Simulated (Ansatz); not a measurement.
Reaction (formal exchange of groups at the Si–C bond): `[SiH3]C[CH2][GeH3]` + `C[SiH2][TeH]` → `[SiH3]C[SiH2][TeH]` + `C[CH2][GeH3]`

Isolated molecules relaxed with PBE0-D4/def2-TZVP in Ansatz; ΔE leaves out vibrations. CBS: MP2 limit from def2 TZ/QZ plus the TZ coupled-cluster correction, frozen cores. Functionals use def2-TZVPP. def2 core potentials past Kr. For Ge, Te outer-core shells are correlated without core-valence functions, which leaves a few kJ/mol of doubt a bond. Scalar relativity is left out up to krypton. Each species was taken in one conformer, which may not be the lowest.

(1) Is it downhill or uphill in electronic energy at CCSD(T)/CBS, and by how much? (An estimate is asked.)

(2) What do these levels give: PBE-D4, PBE0-D4, ωB97X-V, ωB97M-V, B2PLYP, r2SCAN, PBE0, MP2/def2-TZVPP, CCSD/def2-TZVPP, CCSD(T)/def2-TZVPP, SCS-MP2/def2-QZVPP, HF/CBS(def2)? (Best estimate.)

Largest T1 diagnostic among the species: 0.011.

Results:

(1) Ansatz gave: Downhill: ΔE = -3.0 kcal/mol.

(2) Ansatz gave: PBE-D4 -2.6, PBE0-D4 -2.9, ωB97X-V -2.6, ωB97M-V -2.8, B2PLYP -2.0, r2SCAN -2.4, PBE0 -2.2, MP2/def2-TZVPP -3.1, CCSD/def2-TZVPP -2.6, CCSD(T)/def2-TZVPP -2.8, SCS-MP2/def2-QZVPP -2.9, HF/CBS(def2) -1.7 kcal/mol.

In def2-TZVPP, CCSD(T) changes the Hartree–Fock value by −1.0 kcal/mol (the triples alone add −0.2 kcal/mol) and MP2 by −1.3 kcal/mol. The D4 term adds −1.2 kcal/mol with B3LYP and −0.7 kcal/mol with PBE0; it sums over pairs of atoms, weighted by their polarisabilities, and B3LYP, whose exchange is more repulsive, gets the larger term.

B3LYP here is the variant with VWN-RPA as its local correlation; programs differ in this.
